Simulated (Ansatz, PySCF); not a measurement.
Lewis adduct: BF3 (SMILES FB(F)F) (first 4 atoms) with NH3 (SMILES N); geometry from B3LYP-D3(BJ)/def2-TZVP, rigid monomers moved along the line of their centres of mass till B2···N5 is 1.95 Å.
(charge 0, multiplicity 1):
```xyz
8

F     -1.1275    -0.8354     0.6930
B     -0.0073    -0.0896     0.9619
F      0.0032     1.1489     0.3709
F      1.1730    -0.7806     0.8486
N     -0.1452     0.2976     2.8636
H     -1.0012     0.8112     3.0550
H     -0.1561    -0.5676     3.3970
H      0.6474     0.8581     3.1649
```

Counterpoise-corrected where a basis set is named; no monomer relaxation. Rows marked so take none.

Rows in 6-31G* carry no dispersion term and start afresh at each structure (6-31G* with six Cartesian d functions).

The values were computed with Ansatz (Gaussian basis) for Hartree–Fock, density functionals and correlated methods; PySCF for 6-31G* rows, the dispersion terms. 

**Question.** Estimate the interaction energy that PBE-D3(BJ)/def2-TZVPPD returns for this input.

**Answer.** -1638 meV

**Question.** Predict the interaction energy from B3LYP-D4/def2-TZVPPD.

**Answer.** -1658 meV

**Question.** What is the computed interaction energy (HF/6-31G* (no counterpoise))?

**Answer.** -1850 meV

Ansatz is a first-principles code.
